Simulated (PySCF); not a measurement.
Compound: SnH2Me(tBu), C₅H₁₄Sn.
Structure used (PBE0-D3(BJ)/def2-SVP), in Å, numbered top down from 1:
```xyz
20
C5H14Sn angstrom
Sn     0.9773    1.0654    0.6832
H      0.9974    1.0743    2.4072
H      2.6041    1.0560    0.1108
C     -0.0342    2.8266   -0.0385
H     -1.0765    2.8328    0.3110
H     -0.0281    2.8423   -1.1377
H      0.4662    3.7330    0.3303
C     -0.0520   -0.7368   -0.0200
C     -1.4673   -0.7429    0.5510
C      0.7181   -1.9631    0.4609
C     -0.0983   -0.7036   -1.5452
H     -2.0121   -1.6454    0.2145
H     -1.4704   -0.7526    1.6525
H     -2.0521    0.1308    0.2200
H      0.7695   -2.0144    1.5604
H      1.7500   -1.9818    0.0745
H      0.2218   -2.8890    0.1132
H      0.9099   -0.6884   -1.9905
H     -0.6476    0.1734   -1.9244
H     -0.6133   -1.6026   -1.9338
```

Method: PySCF 2.14.0, density-fitted response routines, TDDFT wB97X-D/def2-SVPD, vertical, gas phase, core orbitals frozen in the response, def2 core potentials past Kr. Spin–orbit coupling is left out.

Transition dipole moments from the ground state, in atomic units and in the frame of the coordinates above (overall signs are arbitrary), for the states with f of 0.002 or more among the lowest 7:

| state | E (hartree) | μx | μy | μz |
| --- | --- | --- | --- | --- |
| S1 | 0.2502 | -0.206 | 0.023 | -0.146 |
| S2 | 0.2577 | 0.185 | -0.008 | 0.127 |
| S3 | 0.2723 | 0.846 | 1.401 | 0.578 |
| S4 | 0.2818 | -0.130 | 0.025 | 0.162 |
| S5 | 0.2841 | 0.257 | -0.340 | 0.207 |
| S6 | 0.2889 | 0.169 | 0.789 | 0.116 |
| S7 | 0.2932 | 0.179 | 0.421 | 0.134 |

(1) Work out the oscillator strengths.

(2) Which bond between heavy atoms lies closest to the direction of the S3 transition dipole?

(3) What angle do the transition dipoles of S6 and S7 make?

(4) How is the summed strength of these states shared among x, y and z?

(5) What peak molar absorption coefficient would the strongest computed level give as a lone Gaussian band 0.3 eV wide at half height?

Results:

(1) f = (2/3) ΔE |μ|² with ΔE in hartree (27.2114 eV).

```tsv
state	|μ|² (au)	|μ| (D)	f
S1	0.064	0.64	0.011
S2	0.050	0.57	0.009
S3	3.011	4.41	0.547
S4	0.044	0.53	0.008
S5	0.224	1.20	0.042
S6	0.665	2.07	0.128
S7	0.227	1.21	0.044
```

(2) Sn1–C8, at 2° from it; next C8–C9, C8–C11 and Sn1–C4 at 71°.

(3) |cos θ| = |μa·μb| / (|μa| |μb|) = 0.97, so θ ≈ 13° (taken between 0 and 90°, since the signs are arbitrary).

(4) (2/3) Σ ΔE μα² gives 0.170 for x, 0.533 for y and 0.086 for z, 0.789 in all.

(5) ε(max) = 2.175×10⁸ f / FWHM, with the width in cm⁻¹. S3: 2.175×10⁸ × 0.5466 / 2420 ≈ 49000 L mol⁻¹ cm⁻¹.
